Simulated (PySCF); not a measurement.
The vertical singlet excitations below were computed for one of the candidates. The calculation used TDDFT CAM-B3LYP/def2-SVPD, vertical, gas phase, core orbitals frozen in the response in PySCF. Geometries: GFN2-xTB, one conformer each.

```json
{"state": "S1", "λ (nm)": "219.4", "f": "0.0006"}
{"state": "S2", "λ (nm)": "212.1", "f": "0.097"}
{"state": "S3", "λ (nm)": "185.4", "f": "0.0002"}
{"state": "S4", "λ (nm)": "184.2", "f": "0.0011"}
{"state": "S5", "λ (nm)": "176.8", "f": "0.159"}
{"state": "S6", "λ (nm)": "159.9", "f": "0.0000"}
{"state": "S7", "λ (nm)": "158.2", "f": "0.0009"}
{"state": "S8", "λ (nm)": "154.3", "f": "0.0004"}
```

Triplets computed (Tamm–Dancoff): 3.95, 5.16, 5.48 eV.

Question: Which structure fits?
A. `C=CCOCC`
B. `CCCCC=O`
C. `O=C1CC=C(Cl)O1`
D. `CCOC1CC1`

Answer: C. Its S1 lies at 5.65 eV; the nearest of the others has S1 at 4.39 eV. S1 is HOMO-1→LUMO (74%), HOMO-1→LUMO+2 (22%). Löwdin shares by element: HOMO carbon 54% or more, chlorine 15%, oxygen 12% or more (atoms not listed hold the other 19%); LUMO carbon 51% or more, oxygen 16% or more (atoms not listed hold the other 34%). At the same level the other candidates give, for their lowest levels:
- `CCCCC=O`: 283 nm (f 0.000); 172 nm (f 0.020); 154 nm (f 0.064); 150 nm (f 0.001); 149 nm (f 0.003); T1 3.78 eV; HOMO -8.93, LUMO 0.56 eV
- `CCOC1CC1`: 176 nm (f 0.012); 166 nm (f 0.021); 162 nm (f 0.010); 160 nm (f 0.008); 150 nm (f 0.009); T1 6.90 eV; HOMO -8.44, LUMO 1.51 eV
- `C=CCOCC`: 176 nm (f 0.098); 172 nm (f 0.015); 164 nm (f 0.050); 159 nm (f 0.366); 155 nm (f 0.027); T1 4.47 eV; HOMO -8.75, LUMO 1.33 eV
